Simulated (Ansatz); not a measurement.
Cl2Se (SMILES Cl[Se]Cl) moved off its minimum; all values from Ansatz (an electronic-structure program), cores frozen in correlated methods.
(charge 0, multiplicity 1)
```xyz
3

Se     0.07530    -0.06011     0.69686
Cl     1.05567     1.33028    -0.68530
Cl    -1.16228    -1.23710    -0.69713
```

Forces at wB97M-V/def2-TZVPP (eV/Å):

| atom | Fx | Fy | Fz |
|---|---|---|---|
| Se1 | -0.165 | -0.009 | -0.990 |
| Cl2 | -0.360 | -0.500 | 0.447 |
| Cl3 | 0.525 | 0.509 | 0.544 |

Q: Give the forces (eV/Å), the total energy and the dipole at CCSD(T)/def2-TZVPPD.

A: 
```tsv
atom	Fx	Fy	Fz
Se1	-0.134	-0.037	-0.642
Cl2	-0.223	-0.308	0.273
Cl3	0.357	0.345	0.369
```
Energy -3319.4673 hartree, dipole 1.12 D.
